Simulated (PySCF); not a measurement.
## Electron correlation in Nd(32+) (neodymium, charge +32)

Starting occupation: [Ar] 3d10. All numbers are calculated (PySCF 2.14, X2C-1e with screened-nucleus spin-orbit coupling, Gaussian nucleus, in an even-tempered Gaussian basis (19 s from 1.9 bohr⁻², ratio 2.6; 15 p from 2.4 bohr⁻², ratio 2.6; 10 d from 2.4 bohr⁻², ratio 2.6; 6 f from 2.5 bohr⁻², ratio 2.8)). Frozen: [Ar]; 10 electrons correlated; the 100 highest virtual spinors left out.

MP2 pair energies summed by pair of shells (mhartree):

```
       pair   energy  share (%)
3d3/2-3d5/2  -187.64       49.7
3d5/2-3d5/2  -132.53       35.1
3d3/2-3d3/2   -57.15       15.1
```

Total MP2 correlation energy: -377.32 mhartree.

The virtual space was cut to 70 spinors, which keep -372.50 of the -377.32 mhartree of MP2 correlation.

```tsv
level	correlation energy (mhartree)
CCSD	-367.81
(T)	-0.27
CCSD(T)	-368.08
```

Diagnostics: T1 = 8.0e-05, largest double amplitude 0.006.

Task: Is a single reference adequate?

Result: Yes: T1 lies below 0.03 and no double amplitude reaches 0.07.

At this charge the one-electron X2C treatment keeps the bare 1/r₁₂, with no two-electron picture change or Breit term. The effect here is smaller than on the frozen 1s shell.
